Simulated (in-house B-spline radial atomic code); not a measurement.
Ionisation energies along the 14-electron series, configuration 1s2 2s2 2p6 3s2 3p1/2(2), as differences of self-consistent energies. Dirac energy differences include first-order Breit, QED and recoil terms. NIST's values go from ground level to ground level; the uncertainty of those that are theory runs from under 0.1 % in few-electron ions to several per cent in heavy many-electron ones. Computed with an all-electron radial atomic-structure program (B-spline basis): Dirac-Hartree-Fock, jj configuration that fills j = l - 1/2 first, finite nuclei.

A number in brackets counts the electrons of a j subshell.

```json
{"ion": "Cu15+", "configuration after": "[Ne] 3s2 3p1/2(1)", "ionisation energy (eV)": "514.3", "IE/(q+1)² (eV)": "2.0092", "-ε less Coulomb ΔSCF (eV)": "0.45571", "Breit and QED recoil part (eV)": "-0.26018", "tabulated value (eV)": "518.7", "tabulated kind": "semi-empirical", "computed minus tabulated (eV)": "-4.4"}
{"ion": "Zn16+", "configuration after": "[Ne] 3s2 3p1/2(1)", "ionisation energy (eV)": "?", "IE/(q+1)² (eV)": "?", "-ε less Coulomb ΔSCF (eV)": "?", "Breit and QED recoil part (eV)": "?", "tabulated value (eV)": "?", "tabulated kind": "semi-empirical", "computed minus tabulated (eV)": "?"}
{"ion": "Ga17+", "configuration after": "[Ne] 3s2 3p1/2(1)", "ionisation energy (eV)": "?", "IE/(q+1)² (eV)": "?", "-ε less Coulomb ΔSCF (eV)": "?", "Breit and QED recoil part (eV)": "?", "tabulated value (eV)": "?", "tabulated kind": "semi-empirical", "computed minus tabulated (eV)": "?"}
{"ion": "Ge18+", "configuration after": "[Ne] 3s2 3p1/2(1)", "ionisation energy (eV)": "700.9", "IE/(q+1)² (eV)": "1.9416", "-ε less Coulomb ΔSCF (eV)": "0.46338", "Breit and QED recoil part (eV)": "-0.40007", "tabulated value (eV)": "706.7", "tabulated kind": "semi-empirical", "computed minus tabulated (eV)": "-5.8"}
{"ion": "As19+", "configuration after": "[Ne] 3s2 3p1/2(1)", "ionisation energy (eV)": "769.5", "IE/(q+1)² (eV)": "1.9237", "-ε less Coulomb ΔSCF (eV)": "0.46594", "Breit and QED recoil part (eV)": "-0.45602", "tabulated value (eV)": "774", "tabulated kind": "semi-empirical", "computed minus tabulated (eV)": "-4.5"}
{"ion": "Se20+", "configuration after": "[Ne] 3s2 3p1/2(1)", "ionisation energy (eV)": "?", "IE/(q+1)² (eV)": "?", "-ε less Coulomb ΔSCF (eV)": "?", "Breit and QED recoil part (eV)": "?", "tabulated value (eV)": "?", "tabulated kind": "semi-empirical", "computed minus tabulated (eV)": "?"}
{"ion": "Br21+", "configuration after": "[Ne] 3s2 3p1/2(1)", "ionisation energy (eV)": "916.2", "IE/(q+1)² (eV)": "1.8929", "-ε less Coulomb ΔSCF (eV)": "0.47106", "Breit and QED recoil part (eV)": "-0.58315", "tabulated value (eV)": "920.8", "tabulated kind": "semi-empirical", "computed minus tabulated (eV)": "-4.6"}
{"ion": "Kr22+", "configuration after": "[Ne] 3s2 3p1/2(1)", "ionisation energy (eV)": "994.4", "IE/(q+1)² (eV)": "1.8797", "-ε less Coulomb ΔSCF (eV)": "0.47362", "Breit and QED recoil part (eV)": "-0.65475", "tabulated value (eV)": "999", "tabulated kind": "semi-empirical", "computed minus tabulated (eV)": "-4.6"}
{"ion": "Rb23+", "configuration after": "[Ne] 3s2 3p1/2(1)", "ionisation energy (eV)": "1075.8", "IE/(q+1)² (eV)": "1.8677", "-ε less Coulomb ΔSCF (eV)": "0.47619", "Breit and QED recoil part (eV)": "-0.73222", "tabulated value (eV)": "1080", "tabulated kind": "semi-empirical", "computed minus tabulated (eV)": "-4.2"}
{"ion": "Sr24+", "configuration after": "[Ne] 3s2 3p1/2(1)", "ionisation energy (eV)": "1160.5", "IE/(q+1)² (eV)": "1.8568", "-ε less Coulomb ΔSCF (eV)": "0.47877", "Breit and QED recoil part (eV)": "-0.81564", "tabulated value (eV)": "1165", "tabulated kind": "semi-empirical", "computed minus tabulated (eV)": "-4.5"}
{"ion": "Zr26+", "configuration after": "[Ne] 3s2 3p1/2(1)", "ionisation energy (eV)": "1339.7", "IE/(q+1)² (eV)": "1.8378", "-ε less Coulomb ΔSCF (eV)": "0.48396", "Breit and QED recoil part (eV)": "-1.0017", "tabulated value (eV)": "1344", "tabulated kind": "semi-empirical", "computed minus tabulated (eV)": "-4.3"}
{"ion": "Nb27+", "configuration after": "[Ne] 3s2 3p1/2(1)", "ionisation energy (eV)": "1434.3", "IE/(q+1)² (eV)": "1.8294", "-ε less Coulomb ΔSCF (eV)": "0.48658", "Breit and QED recoil part (eV)": "-1.1047", "tabulated value (eV)": "1439", "tabulated kind": "semi-empirical", "computed minus tabulated (eV)": "-4.7"}
{"ion": "Mo28+", "configuration after": "[Ne] 3s2 3p1/2(1)", "ionisation energy (eV)": "1532.2", "IE/(q+1)² (eV)": "1.8219", "-ε less Coulomb ΔSCF (eV)": "0.48922", "Breit and QED recoil part (eV)": "-1.2147", "tabulated value (eV)": "1537", "tabulated kind": "semi-empirical", "computed minus tabulated (eV)": "-4.8"}
{"ion": "Tc29+", "configuration after": "[Ne] 3s2 3p1/2(1)", "ionisation energy (eV)": "1633.4", "IE/(q+1)² (eV)": "1.8149", "-ε less Coulomb ΔSCF (eV)": "0.49189", "Breit and QED recoil part (eV)": "-1.3324", "tabulated value (eV)": "1638", "tabulated kind": "semi-empirical", "computed minus tabulated (eV)": "-4.6"}
{"ion": "Ru30+", "configuration after": "[Ne] 3s2 3p1/2(1)", "ionisation energy (eV)": "1738.0", "IE/(q+1)² (eV)": "1.8086", "-ε less Coulomb ΔSCF (eV)": "0.49457", "Breit and QED recoil part (eV)": "-1.4574", "tabulated value (eV)": "1743", "tabulated kind": "semi-empirical", "computed minus tabulated (eV)": "-5.0"}
```

Task: Fill in the row of Zn16+.

Result: ionisation energy (eV): 573.4; IE/(q+1)² (eV): 1.984; -ε less Coulomb ΔSCF (eV): 0.45826; Breit and QED recoil part (eV): -0.30249; tabulated value (eV): 577.8; computed minus tabulated (eV): -4.4.

Task: Fill in the row of Ga17+.

Result: ionisation energy (eV): 635.6; IE/(q+1)² (eV): 1.9616; -ε less Coulomb ΔSCF (eV): 0.46082; Breit and QED recoil part (eV): -0.349; tabulated value (eV): 640; computed minus tabulated (eV): -4.4.

Task: Fill in the row of Se20+.

Result: ionisation energy (eV): 841.2; IE/(q+1)² (eV): 1.9075; -ε less Coulomb ΔSCF (eV): 0.4685; Breit and QED recoil part (eV): -0.51687; tabulated value (eV): 845.8; computed minus tabulated (eV): -4.6.

Task: How far is this level of theory from the measured and semi-empirical values?

Result: Over those 15 rows the differences run from -5.78 to -4.19 eV (mean absolute value 4.6 eV). The calculation leaves out correlation and, in open shells, the multiplet splittings that an average leaves out.
